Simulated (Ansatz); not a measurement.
Ansatz (a program for electronic structure) input (CCSD(T)/aug-cc-pV(Q+d)Z):
A basis named .json is the Basis Set Exchange file of that set.

Ansatz 0.2 input:
```yaml
crystal:
  periodic: [false, false, false]
  atoms:
    - {symbol: O, position_ang: [-0.58232713, 1.36116207, 0.80317244]}
    - {symbol: B, position_ang: [-0.44115710, 0.16052113, 0.17615184]}
    - {symbol: O, position_ang: [-1.57986589, -0.57983358, 0.05749157]}
    - {symbol: P, position_ang: [1.24612831, -0.53805007, -0.53959391]}
    - {symbol: H, position_ang: [0.23303149, 1.86272503, 0.87395719]}
    - {symbol: H, position_ang: [-1.46530740, -1.42385016, -0.38663548]}
    - {symbol: H, position_ang: [2.04368088, 0.57864269, -0.15948433]}
basis:
  gaussian:
    orbitals: aug-cc-pV_Q+d_Z.json
magnetization: {spin_polarized: true, initial_magnetization: 1}
correlation: {method: ccsd_t, electrons: outside_noble_gas}
```

End of the output:

```
integrals: 17.08 GiB planned
2816 factors; integrals over basis functions are off by at most 1.0e-3 eV
4.53 GiB of device memory are held for the factors and their scratch space
mean field: 4.73 GiB planned
mean field evaluation 1: about -14065.9140 eV, gradient 3.5e1 eV
mean field evaluation 2: about -14065.9142 eV, gradient 3.5e1 eV
mean field evaluation 4: about -14070.6675 eV, gradient 2.7e0 eV
mean field evaluation 8: about -14070.7533 eV, gradient 1.4e-1 eV
mean field evaluation 16: about -14070.7449 eV, gradient 7.1e-1 eV
mean field evaluation 32: about -14068.7648 eV, gradient 3.3e-3 eV
mean field evaluation 64: about -14064.9266 eV, gradient 1.1e-1 eV
mean field -14070.75382748 eV, -517.0906656604 hartree, gradient 1.9e-6 eV, S^2 0.768230; 1 other end points of the search recorded, 0 dependent functions left out
determinant -14070.75382748 eV, -517.0906656604 hartree, with singles and doubles -14092.47722957 eV, -517.8889859625 hartree
determinant -14068.76482405 eV, -517.0175711324 hartree, with singles and doubles -14090.60458319 eV, -517.8201674774 hartree
8 core orbitals not correlated
reference -14070.75382748 eV, -517.0906656604 hartree; 12, 11 occupied and 447, 448 virtual orbitals, 2816 factors
second order -20.81723467 eV of doubles, -0.00000000 eV of singles
coupled cluster: 154.86 GiB planned
cycle   1  -21.26850227 eV  change    -2.1e0 eV  update   3.1e-2
cycle   2  -21.34123117 eV  change   -7.3e-2 eV  update   7.2e-3
cycle   3  -21.33863049 eV  change    2.6e-3 eV  update   3.5e-3
cycle   4  -21.33784246 eV  change    7.9e-4 eV  update   1.2e-3
cycle   5  -21.33852362 eV  change   -6.8e-4 eV  update   4.7e-4
cycle   6  -21.33866517 eV  change   -1.4e-4 eV  update   1.7e-4
cycle   7  -21.33869415 eV  change   -2.9e-5 eV  update   7.4e-5
cycle   8  -21.33875898 eV  change   -6.5e-5 eV  update   3.0e-5
cycle   9  -21.33876633 eV  change   -7.3e-6 eV  update   1.3e-5
perturbative correction -0.89537568 eV, -0.0329044494 hartree
Total energy: -14092.98796949 eV, -517.9077553083 hartree
```

It need not be the lowest isomer of its formula.
